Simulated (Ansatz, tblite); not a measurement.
Cost and result up the ladder for Ge₃O₉H₆ (the lowest singlet isomer of a short search) (18 atoms). Charge 0, multiplicity 1. Geometry: PBE-D4/def2-SVP.

Cartesian coordinates in Å:
```
Ge -1.465 -1.500 -0.615
Ge 1.101 1.481 -0.918
Ge -0.860 1.319 1.638
O -2.604 -1.047 1.166
O 1.747 1.907 -2.385
O -1.136 -0.796 1.274
O 2.144 1.237 0.623
O 1.296 -0.686 -1.182
O -2.739 1.400 1.212
O 3.209 0.293 0.283
O -1.097 -3.206 -0.184
O -0.491 1.667 -0.193
H 1.528 -0.672 -2.138
H 3.893 0.888 -0.100
H -2.789 1.751 0.296
H -1.004 -3.348 0.779
H -2.915 0.002 1.149
H 2.184 -0.692 -0.703
```

Ansatz on 4 threads of Intel Xeon on a shared host; xTB runs through tblite on one thread. Times are rough, summed over both states, and most runs start from the orbitals of an earlier one. PBE0-D4/def2-SVP serves as the yardstick here, not as an exact answer. The other state is a triplet.

The xTB rows come from tblite. The structure holds 2 bonds between oxygen atoms, so isomers without such links may lie far lower. The structure comes from a short search, and lower isomers may exist.

xTB has no spin-polarisation term.

```csv
level,functions,wall time,vertical triplet (eV),difference from PBE0-D4/def2-SVP (eV)
GFN2-xTB,69,0.22 s,4.87,0.64
GFN1-xTB,75,0.23 s,4.75,0.52
PBE-D4/def2-SVP,252,57 s,3.75,-0.48
PBE0-D4/def2-SVP,252,1.7 min,4.23,0.00
```
